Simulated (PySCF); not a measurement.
I4Ta (SMILES [I][Ta]([I])([I])[I]), doublet, geometry from GFN2-xTB (such geometries of metal compounds can be far from the true shape) (the multiplicity is a formal guess) (core potentials on I, Ta), with bond 2-1 at 2.0 times its length; DF-HF/def2-SV(P) in PySCF.

Input for PySCF:
```python
from pyscf import gto, scf

mol = gto.Mole()
mol.atom = '''
    Ta    0.00000000    0.00000000   -0.00000000
    I     4.29607594   -1.24224642   -3.07184472
    I     0.80329252    0.39491315    2.56079741
    I    -1.16152379    2.26305335   -0.94253416
    I    -1.78980670   -2.03684329   -0.08234089
'''
mol.basis = 'def2-sv(p)'
mol.ecp = {'I': 'def2-sv(p)', 'Ta': 'def2-sv(p)'}
mol.spin = 1
mol.verbose = 4
mol.build()

mf = scf.UHF(mol)
mf = mf.density_fit(auxbasis='def2-universal-jkfit')
mf.kernel()
mf.analyze()
```

What the program printed (banner, timings and long lists left out):

```
PySCF version 2.14.0

[INPUT] verbose = 4
[INPUT] num. atoms = 5
[INPUT] num. electrons = 113
[INPUT] charge = 0
[INPUT] spin (= nelec alpha-beta = 2S) = 1
[INPUT] symmetry False subgroup None
[INPUT] Mole.unit = angstrom
[INPUT] Symbol           X                Y                Z      unit          X                Y                Z       unit  Magmom
[...]
nuclear repulsion = 591.212933592891
number of shells = 51
number of NR pGTOs = 294
number of NR cGTOs = 129
basis = def2-sv(p)
ecp = {'I': 'def2-sv(p)', 'Ta': 'def2-sv(p)'}

******** <class 'pyscf.df.df_jk.DFUHF'> ********
method = DFUHF
initial guess = minao
damping factor = 0
level_shift factor = 0
DIIS = <class 'pyscf.scf.diis.CDIIS'>
diis_start_cycle = 1
diis_space = 8
diis_damp = 0
SCF conv_tol = 1e-09
SCF conv_tol_grad = None
SCF max_cycles = 50
direct_scf = False
number electrons alpha = 57  beta = 56
Set gradient conv threshold to 3.16228e-05
******** <class 'pyscf.df.df.DF'> ********
auxbasis = def2-universal-jkfit
init E= -1099.64167377631

cycle= 1 E= -1239.38977888826  delta_E= -140  |g|= 3.01  |ddm|=   12
cycle= 2 E= -1231.77126514414  delta_E= 7.62  |g|=  3.3  |ddm|= 7.56

cycle= 3 E= -1240.17740017312  delta_E= -8.41  |g|= 1.55  |ddm|= 10.2
cycle= 4 E= -1242.93947137179  delta_E= -2.76  |g|= 0.219  |ddm|= 9.09
cycle= 5 E= -1242.99158418746  delta_E= -0.0521  |g|= 0.0732  |ddm|= 0.599
cycle= 6 E= -1243.00056020745  delta_E= -0.00898  |g|= 0.0499  |ddm|= 0.223
cycle= 7 E= -1243.00801068994  delta_E= -0.00745  |g|= 0.0701  |ddm|= 0.219
cycle= 8 E= -1243.00742401328  delta_E= 0.000587  |g|= 0.0693  |ddm|= 0.0122
cycle= 9 E= -1243.00036145004  delta_E= 0.00706  |g|= 0.0603  |ddm|= 0.256
cycle= 10 E= -1243.00297755864  delta_E= -0.00262  |g|= 0.0288  |ddm|= 0.0906
cycle= 11 E= -1243.00432209305  delta_E= -0.00134  |g|= 0.0289  |ddm|= 0.177
cycle= 12 E= -1243.0049977521  delta_E= -0.000676  |g|= 0.0136  |ddm|= 0.0426
cycle= 13 E= -1243.00567715107  delta_E= -0.000679  |g|= 0.00735  |ddm|= 0.074
cycle= 14 E= -1243.0062672255  delta_E= -0.00059  |g|= 0.00542  |ddm|= 0.102
cycle= 15 E= -1243.00649583553  delta_E= -0.000229  |g|= 0.00223  |ddm|= 0.0719
cycle= 16 E= -1243.00655123396  delta_E= -5.54e-05  |g|= 0.0014  |ddm|= 0.0322
cycle= 17 E= -1243.00657441891  delta_E= -2.32e-05  |g|= 0.00107  |ddm|= 0.0195
cycle= 18 E= -1243.00658649085  delta_E= -1.21e-05  |g|= 0.000955  |ddm|= 0.0105
cycle= 19 E= -1243.00659476148  delta_E= -8.27e-06  |g|= 0.00099  |ddm|= 0.00661
cycle= 20 E= -1243.00659317206  delta_E= 1.59e-06  |g|= 0.000946  |ddm|= 0.00161
cycle= 21 E= -1243.00659428772  delta_E= -1.12e-06  |g|= 0.000869  |ddm|= 0.00326
cycle= 22 E= -1243.00659820553  delta_E= -3.92e-06  |g|= 0.000874  |ddm|= 0.00366
cycle= 23 E= -1243.00659338784  delta_E= 4.82e-06  |g|= 0.00086  |ddm|= 0.00431
cycle= 24 E= -1243.00657843158  delta_E= 1.5e-05  |g|= 0.000819  |ddm|= 0.0143
cycle= 25 E= -1243.00654309913  delta_E= 3.53e-05  |g|= 0.000563  |ddm|= 0.0445
cycle= 26 E= -1243.00653053729  delta_E= 1.26e-05  |g|= 0.000422  |ddm|= 0.0273
cycle= 27 E= -1243.00652593848  delta_E= 4.6e-06  |g|= 0.000287  |ddm|= 0.0206
cycle= 28 E= -1243.00652563202  delta_E= 3.06e-07  |g|= 0.000239  |ddm|= 0.00916
cycle= 29 E= -1243.00652606523  delta_E= -4.33e-07  |g|= 0.000233  |ddm|= 0.00222
cycle= 30 E= -1243.00652648339  delta_E= -4.18e-07  |g|= 0.000269  |ddm|= 0.0012
cycle= 31 E= -1243.00652614738  delta_E= 3.36e-07  |g|= 0.000216  |ddm|= 0.00168
cycle= 32 E= -1243.00652660292  delta_E= -4.56e-07  |g|= 0.000199  |ddm|= 0.00242
cycle= 33 E= -1243.00652737619  delta_E= -7.73e-07  |g|= 0.00019  |ddm|= 0.00311
cycle= 34 E= -1243.00652803634  delta_E= -6.6e-07  |g|= 0.000182  |ddm|= 0.0028
cycle= 35 E= -1243.00652852583  delta_E= -4.89e-07  |g|= 0.000181  |ddm|= 0.002
cycle= 36 E= -1243.00652878301  delta_E= -2.57e-07  |g|= 0.000181  |ddm|= 0.00105
cycle= 37 E= -1243.00652870511  delta_E= 7.79e-08  |g|= 0.000181  |ddm|= 0.000317
cycle= 38 E= -1243.00652773718  delta_E= 9.68e-07  |g|= 0.000178  |ddm|= 0.004
cycle= 39 E= -1243.00652594891  delta_E= 1.79e-06  |g|= 0.000176  |ddm|= 0.00768
cycle= 40 E= -1243.00652574097  delta_E= 2.08e-07  |g|= 0.000178  |ddm|= 0.000993
cycle= 41 E= -1243.00652506329  delta_E= 6.78e-07  |g|= 0.000174  |ddm|= 0.003
cycle= 42 E= -1243.00652098448  delta_E= 4.08e-06  |g|= 0.00019  |ddm|= 0.0188
cycle= 43 E= -1243.00651994856  delta_E= 1.04e-06  |g|= 0.000166  |ddm|= 0.00519
cycle= 44 E= -1243.00651621653  delta_E= 3.73e-06  |g|= 0.000232  |ddm|= 0.0187
cycle= 45 E= -1243.00651605822  delta_E= 1.58e-07  |g|= 0.000211  |ddm|= 0.000922
cycle= 46 E= -1243.00651170772  delta_E= 4.35e-06  |g|= 0.000465  |ddm|= 0.0221
cycle= 47 E= -1243.00651269985  delta_E= -9.92e-07  |g|= 0.000375  |ddm|= 0.0049
cycle= 48 E= -1243.00651125448  delta_E= 1.45e-06  |g|= 0.000471  |ddm|= 0.00744
cycle= 49 E= -1243.0065110226  delta_E= 2.32e-07  |g|= 0.000529  |ddm|= 0.00104
cycle= 50 E= -1243.00651430198  delta_E= -3.28e-06  |g|= 0.000146  |ddm|= 0.0161
SCF not converged.
SCF energy = -1243.00651430198 after 50 cycles  <S^2> = 0.78637677  2S+1 = 2.0360518
**** SCF Summaries ****
Total Energy =                       -1243.006514301981724
Nuclear Repulsion Energy =             591.212933592890749
One-electron Energy =                -3343.095838385800562
Two-electron Energy =                 1508.876390490928088
Two-electron Coulomb Energy =         1599.575406906002854
DFT Exchange-Correlation Energy =      -90.699016415074766
**** MO energy ****
                             alpha | beta                alpha | beta
[...]
spin_pop of  0 Ta 5s        0.00050
spin_pop of  0 Ta 6s        0.02009
spin_pop of  0 Ta 7s       -0.00095
spin_pop of  0 Ta 8s       -0.00146
spin_pop of  0 Ta 9s       -0.00039
spin_pop of  0 Ta 10s        0.00009
spin_pop of  0 Ta 5px       0.00863
spin_pop of  0 Ta 5py       0.00130
spin_pop of  0 Ta 5pz       0.00461
spin_pop of  0 Ta 6px      -0.00350
spin_pop of  0 Ta 6py      -0.00222
spin_pop of  0 Ta 6pz       0.00280
spin_pop of  0 Ta 7px       0.00110
spin_pop of  0 Ta 7py      -0.00006
spin_pop of  0 Ta 7pz       0.00503
spin_pop of  0 Ta 5dxy      0.27855
spin_pop of  0 Ta 5dyz      0.25608
spin_pop of  0 Ta 5dz^2     0.31966
spin_pop of  0 Ta 5dxz      0.06944
spin_pop of  0 Ta 5dx2-y2    0.03041
spin_pop of  0 Ta 6dxy      0.02478
spin_pop of  0 Ta 6dyz      0.02222
spin_pop of  0 Ta 6dz^2     0.02938
spin_pop of  0 Ta 6dxz      0.01002
spin_pop of  0 Ta 6dx2-y2    0.01255
spin_pop of  1 I 4s       -0.00000
spin_pop of  1 I 5s        0.00006
spin_pop of  1 I 6s       -0.00028
spin_pop of  1 I 7s       -0.00020
spin_pop of  1 I 4px      -0.00001
spin_pop of  1 I 4py       0.00032
spin_pop of  1 I 4pz       0.00027
spin_pop of  1 I 5px       0.00102
spin_pop of  1 I 5py       0.00003
spin_pop of  1 I 5pz       0.00003
spin_pop of  1 I 6px       0.00086
spin_pop of  1 I 6py       0.02011
spin_pop of  1 I 6pz       0.01461
spin_pop of  1 I 7px       0.01001
spin_pop of  1 I 7py      -0.00088
spin_pop of  1 I 7pz      -0.00034
spin_pop of  1 I 4dxy     -0.00015
spin_pop of  1 I 4dyz     -0.00015
spin_pop of  1 I 4dz^2    -0.00018
spin_pop of  1 I 4dxz     -0.00019
spin_pop of  1 I 4dx2-y2    0.00002
spin_pop of  1 I 5dxy      0.00014
spin_pop of  1 I 5dyz      0.00016
spin_pop of  1 I 5dz^2     0.00011
spin_pop of  1 I 5dxz      0.00016
spin_pop of  1 I 5dx2-y2   -0.00004
spin_pop of  2 I 4s        0.00000
spin_pop of  2 I 5s        0.00037
spin_pop of  2 I 6s       -0.00094
spin_pop of  2 I 7s       -0.00013
spin_pop of  2 I 4px      -0.00001
spin_pop of  2 I 4py       0.00058
spin_pop of  2 I 4pz      -0.00042
spin_pop of  2 I 5px      -0.00441
spin_pop of  2 I 5py      -0.00001
spin_pop of  2 I 5pz      -0.00001
spin_pop of  2 I 6px      -0.00270
spin_pop of  2 I 6py       0.01337
spin_pop of  2 I 6pz      -0.01705
spin_pop of  2 I 7px      -0.04594
spin_pop of  2 I 7py       0.00850
spin_pop of  2 I 7pz       0.00045
spin_pop of  2 I 4dxy      0.00058
spin_pop of  2 I 4dyz      0.00094
spin_pop of  2 I 4dz^2     0.00152
spin_pop of  2 I 4dxz     -0.00002
spin_pop of  2 I 4dx2-y2    0.00001
spin_pop of  2 I 5dxy      0.00019
spin_pop of  2 I 5dyz      0.00188
spin_pop of  2 I 5dz^2     0.00587
spin_pop of  2 I 5dxz      0.00013
spin_pop of  2 I 5dx2-y2    0.00077
spin_pop of  3 I 4s        0.00000
spin_pop of  3 I 5s        0.00022
spin_pop of  3 I 6s       -0.00066
spin_pop of  3 I 7s       -0.00018
spin_pop of  3 I 4px       0.00000
spin_pop of  3 I 4py      -0.00006
spin_pop of  3 I 4pz      -0.00057
spin_pop of  3 I 5px      -0.00196
spin_pop of  3 I 5py      -0.00002
spin_pop of  3 I 5pz      -0.00005
spin_pop of  3 I 6px      -0.00204
spin_pop of  3 I 6py      -0.00601
spin_pop of  3 I 6pz      -0.03095
spin_pop of  3 I 7px      -0.01363
spin_pop of  3 I 7py       0.00489
spin_pop of  3 I 7pz      -0.00067
spin_pop of  3 I 4dxy      0.00062
spin_pop of  3 I 4dyz      0.00030
spin_pop of  3 I 4dz^2     0.00020
spin_pop of  3 I 4dxz      0.00097
spin_pop of  3 I 4dx2-y2   -0.00001
spin_pop of  3 I 5dxy      0.00066
spin_pop of  3 I 5dyz      0.00008
spin_pop of  3 I 5dz^2     0.00026
spin_pop of  3 I 5dxz      0.00204
spin_pop of  3 I 5dx2-y2    0.00363
spin_pop of  4 I 4s        0.00000
spin_pop of  4 I 5s        0.00016
spin_pop of  4 I 6s       -0.00056
spin_pop of  4 I 7s       -0.00016
spin_pop of  4 I 4px       0.00000
spin_pop of  4 I 4py      -0.00040
spin_pop of  4 I 4pz      -0.00060
spin_pop of  4 I 5px      -0.00161
spin_pop of  4 I 5py      -0.00003
spin_pop of  4 I 5pz      -0.00006
spin_pop of  4 I 6px      -0.00108
spin_pop of  4 I 6py      -0.01738
spin_pop of  4 I 6pz      -0.03304
spin_pop of  4 I 7px      -0.01107
spin_pop of  4 I 7py       0.00215
spin_pop of  4 I 7pz       0.00016
spin_pop of  4 I 4dxy      0.00052
spin_pop of  4 I 4dyz      0.00039
spin_pop of  4 I 4dz^2     0.00035
spin_pop of  4 I 4dxz      0.00099
spin_pop of  4 I 4dx2-y2   -0.00002
spin_pop of  4 I 5dxy      0.00152
spin_pop of  4 I 5dyz      0.00057
spin_pop of  4 I 5dz^2     0.00031
spin_pop of  4 I 5dxz      0.00385
spin_pop of  4 I 5dx2-y2    0.00032
In total            57.00000 | 56.00000
Dipole moment(X, Y, Z, Debye): -11.05301,  2.98241,  7.52239
```

Convergence was not reached.
